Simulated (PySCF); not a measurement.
Isomers of C6H13BO2, from PBE0-D3(BJ)/def2-SVP geometry optimisation, gas phase in PySCF. One conformer each, no zero-point energy, no frequencies.

Problem. Which isomer lies lowest at this level?
A. `[CH2:1]=[CH:2][C:3]([CH3:4])([CH3:5])[O:6][BH:7][O:8][CH3:9]` with C1–C2–C3–C4 -133°, C2–C3–O6–B7 -70°, C3–O6–B7–O8 176°, O6–B7–O8–C9 178°: A = 2597, B = 924.4, C = 820.2 MHz, dipole 1.52 D
B. `[CH2:1]=[C:2]([CH2:3][CH3:4])[B:5]([O:6][CH3:7])[O:8][CH3:9]` with C1–C2–C3–C4 121°, C1–C2–B5–O6 142°, C2–B5–O6–C7 180°, C2–B5–O8–C9 -5°: A = 1726, B = 1313, C = 917.6 MHz, dipole 1.29 D
C. `CC(C)(C)B1OCCO1`: A = 2878, B = 1147, C = 1012 MHz, dipole 2.09 D

Solution. C. That is `CC(C)(C)B1OCCO1`, 24.2 kcal/mol below the next.

| SMILES | mapped SMILES | E (Eh) | relative (kcal/mol) | relative (kJ/mol) | dipole (D) |
| --- | --- | --- | --- | --- | --- |
| CC(C)(C)B1OCCO1 | [CH3:1][C:2]([CH3:3])([CH3:4])[B:5]1[O:6][CH2:7][CH2:8][O:9]1 | -411.10006 | 0.0 | 0.0 | 2.09 |
| C=C(CC)B(OC)OC | [CH2:1]=[C:2]([CH2:3][CH3:4])[B:5]([O:6][CH3:7])[O:8][CH3:9] | -411.06143 | 24.2 | 101.4 | 1.29 |
| C=CC(C)(C)OBOC | [CH2:1]=[CH:2][C:3]([CH3:4])([CH3:5])[O:6][BH:7][O:8][CH3:9] | -411.05186 | 30.2 | 126.5 | 1.52 |

As drawn, the highest has a C=C bond outside aromatic rings, which the lowest lacks.
